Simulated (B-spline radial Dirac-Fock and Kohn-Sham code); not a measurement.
**X-ray form factors of palladium in several charge states**

Model: Dirac-Fock densities. Program: a B-spline atomic structure program.

Configurations: Pd¹⁷⁺ [Ar] 3d10 4s1; Pd¹⁸⁺ [Ar] 3d10; Pd²⁰⁺ [Ar] 3d8; Pd²²⁺ [Ar] 3d6; Pd²⁷⁺ [Ar] 3d1; Pd²⁸⁺ [Ne] 3s2 3p6. The first column is f₀ of Pd¹⁷⁺, the others are differences from it.

```
s (Å⁻¹)   Pd¹⁷⁺  Δ Pd¹⁸⁺  Δ Pd²⁰⁺  Δ Pd²²⁺  Δ Pd²⁷⁺  Δ Pd²⁸⁺
      0  29.000   -1.000   -3.000   -5.000  -10.000  -11.000
    0.1  28.735   -0.945   -2.914   -4.888   -9.833  -10.823
    0.2  27.970   -0.793   -2.675   -4.570   -9.354  -10.317
    0.3  26.779   -0.584   -2.328   -4.099   -8.626   -9.545
    0.4  25.268   -0.363   -1.931   -3.543   -7.734   -8.595
    0.5  23.552   -0.172   -1.539   -2.968   -6.764   -7.555
    0.7  19.895   +0.041   -0.906   -1.941   -4.857   -5.491
    0.9  16.398   +0.061   -0.516   -1.187   -3.241   -3.711
    1.1  13.366   +0.009   -0.293   -0.678   -2.000   -2.324
    1.4   9.924   -0.034   -0.106   -0.228   -0.785   -0.944
```

Values without a named source are computed, but for edge energies of neutral atoms, which are taken from tables.
